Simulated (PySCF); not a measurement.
A calculated (UHF, PySCF 2.14, x2c-SVPall, the spin-free X2C one-electron Hamiltonian (Gaussian nucleus)) atom or ion has these occupied shells.

```tsv
shell	electrons	orbital energy (eV)	rms radius, mean of both spins (bohr)
1s α	1	-21160.4	0.0394
1s β	1	-21160.4	0.0394
2s α	1	-3101.3	0.162
2s β	1	-3100.0	0.162
2p α	3	-2771.1	0.144
2p β	3	-2770.0	0.144
3s α	1	-580.00	0.441
3s β	1	-579.24	0.441
3p α	3	-468.33	0.447
3p β	3	-467.52	0.447
3d α	5	-287.82	0.435
3d β	5	-286.07	0.435
4s α	1	-101.03	1.13
4s β	1	-93.419	1.13
4p α	3	-68.489	1.26
4p β	3	-58.806	1.26
4d α	5	-21.618	1.78
5s α	1	-14.388	3.33
```

**Question.** Name the element and its charge.

**Answer.** Tc⁺ (technetium, charge +1), in [Kr] 4d5 5s1, high-spin 7S determinant.
